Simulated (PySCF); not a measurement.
A geometry optimisation, step by step.

CH₂F₄Si.
SMILES with atom numbers: `[F:1][CH2:2][Si:3]([F:4])([F:5])[F:6]` (hydrogens: H7, H8 on C2)

Computed by this run: PySCF 2.14.0, PBE0-D3(BJ)/def2-SVP geometry optimisation, gas phase; density fitting, grid level 1; the optimiser is geomeTRIC in internal coordinates, started from a GFN2-xTB structure. The frame can shift and turn from step to step; on so coarse a grid that alone can change the energy by a few meV, and forces under 0.02 eV/Å are noise.

Step 0: E = -19792.7501 eV, largest atomic force 0.934 eV/Å
```
atom  x, y, z in Å  |  force x, y, z in eV/Å
F1     -1.633    0.000   -1.119    0.245   0.061  -0.311
C2     -1.000   -0.096    0.101   -0.021   0.076  -0.655
Si3     0.879    0.081   -0.054   -0.666  -0.085   0.226
F4      1.573   -1.020   -0.948    0.073  -0.723  -0.587
F5      1.364    1.469   -0.633   -0.064   0.848  -0.386
F6      1.547   -0.045    1.378    0.059  -0.103   0.847
H7     -1.286   -1.067    0.518    0.203  -0.248   0.406
H8     -1.435    0.686    0.733    0.172   0.175   0.460
```

Step 1: E = -19792.8244 eV, largest atomic force 0.601 eV/Å
```
atom  x, y, z in Å  |  force x, y, z in eV/Å
F1     -1.768   -0.138   -1.274    0.034  -0.014   0.039
C2     -1.276   -0.270    0.001    0.167  -0.015   0.177
Si3     0.593   -0.147    0.005   -0.578   0.008  -0.165
F4      1.220   -1.304   -0.907    0.179   0.149   0.135
F5      1.025    1.281   -0.579    0.223  -0.148   0.094
F6      1.125   -0.301    1.512    0.075   0.021  -0.215
H7     -1.582   -1.242    0.429   -0.059   0.002  -0.032
H8     -1.696    0.517    0.654   -0.041  -0.004  -0.033
```

Step 2: E = -19792.8428 eV, largest atomic force 0.111 eV/Å
```
atom  x, y, z in Å  |  force x, y, z in eV/Å
F1     -1.779   -0.142   -1.267   -0.017   0.005  -0.063
C2     -1.285   -0.271    0.006    0.049  -0.014   0.083
Si3     0.578   -0.145   -0.005   -0.100   0.008  -0.046
F4      1.247   -1.291   -0.898    0.022   0.031  -0.009
F5      1.061    1.271   -0.571    0.036  -0.028   0.003
F6      1.129   -0.301    1.490   -0.005  -0.007   0.022
H7     -1.599   -1.242    0.431    0.010   0.003   0.009
H8     -1.711    0.516    0.654    0.005   0.002   0.002
```

Step 3: E = -19792.8434 eV, largest atomic force 0.027 eV/Å
```
atom  x, y, z in Å  |  force x, y, z in eV/Å
F1     -1.782   -0.143   -1.267   -0.012  -0.002  -0.006
C2     -1.286   -0.271    0.007    0.010  -0.004   0.021
Si3     0.575   -0.145   -0.008    0.001   0.005  -0.017
F4      1.250   -1.286   -0.902    0.002   0.007  -0.016
F5      1.068    1.269   -0.568    0.010  -0.001  -0.001
F6      1.123   -0.306    1.489   -0.012  -0.009   0.023
H7     -1.597   -1.241    0.434    0.002   0.002   0.002
H8     -1.710    0.517    0.656   -0.001   0.002  -0.006
```

Step 4: E = -19792.8437 eV, largest atomic force 0.028 eV/Å
```
atom  x, y, z in Å  |  force x, y, z in eV/Å
F1     -1.785   -0.144   -1.266   -0.003  -0.004   0.014
C2     -1.286   -0.270    0.008   -0.010   0.002  -0.019
Si3     0.574   -0.145   -0.010    0.027  -0.001   0.004
F4      1.251   -1.281   -0.908   -0.006   0.000  -0.009
F5      1.075    1.269   -0.564   -0.003   0.006   0.004
F6      1.116   -0.314    1.489   -0.008  -0.006   0.006
H7     -1.595   -1.240    0.437    0.003   0.000   0.004
H8     -1.709    0.519    0.656    0.000   0.003  -0.003
```

Step 5: E = -19792.8438 eV, largest atomic force 0.038 eV/Å
```
atom  x, y, z in Å  |  force x, y, z in eV/Å
F1     -1.789   -0.145   -1.265    0.004  -0.004   0.020
C2     -1.286   -0.269    0.007   -0.014   0.004  -0.035
Si3     0.575   -0.145   -0.011    0.021  -0.004   0.012
F4      1.251   -1.277   -0.916   -0.006  -0.002  -0.001
F5      1.081    1.271   -0.556   -0.006   0.007   0.009
F6      1.110   -0.323    1.489    0.000  -0.003  -0.008
H7     -1.593   -1.238    0.439    0.001   0.000   0.004
H8     -1.707    0.521    0.655    0.001   0.003  -0.001
```

Step 6: E = -19792.8439 eV, largest atomic force 0.028 eV/Å
```
atom  x, y, z in Å  |  force x, y, z in eV/Å
F1     -1.792   -0.147   -1.266    0.007  -0.002   0.012
C2     -1.286   -0.267    0.005   -0.009   0.002  -0.027
Si3     0.575   -0.145   -0.011    0.004  -0.005   0.011
F4      1.251   -1.272   -0.922   -0.003  -0.001   0.003
F5      1.086    1.273   -0.546   -0.005   0.004   0.009
F6      1.106   -0.334    1.489    0.006  -0.001  -0.012
H7     -1.592   -1.236    0.440   -0.001   0.001   0.003
H8     -1.706    0.524    0.653    0.000   0.002   0.000
```

Step 7: E = -19792.8440 eV, largest atomic force under 0.02 eV/Å
```
atom  x, y, z in Å  |  force x, y, z in eV/Å
F1     -1.792   -0.148   -1.268    0.006   0.000  -0.003
C2     -1.286   -0.266    0.002    0.001  -0.001  -0.003
Si3     0.576   -0.146   -0.010   -0.011  -0.004   0.004
F4      1.250   -1.268   -0.928    0.002   0.001   0.004
F5      1.089    1.276   -0.532   -0.002   0.002   0.007
F6      1.103   -0.346    1.490    0.008   0.001  -0.008
H7     -1.592   -1.233    0.440   -0.003   0.002   0.000
H8     -1.706    0.526    0.648   -0.001   0.001  -0.001
```

Q: Summarise the path.

A: The energy falls by 9.06 kJ/mol from step 0 to step 7; nine tenths of that is first reached at step 2. It falls at every step. The largest force goes from 0.934 to under 0.02 eV/Å. Among the bonds C2–Si3 changes most, from 1.894 to 1.865 Å; the atoms move by 0.059 Å rms after alignment.

What follows is the cost of the whole optimisation. Hardware: an Arm Neoverse V2 with one thread (shared host). Cost: 17 s, 0.53 GiB resident at most.
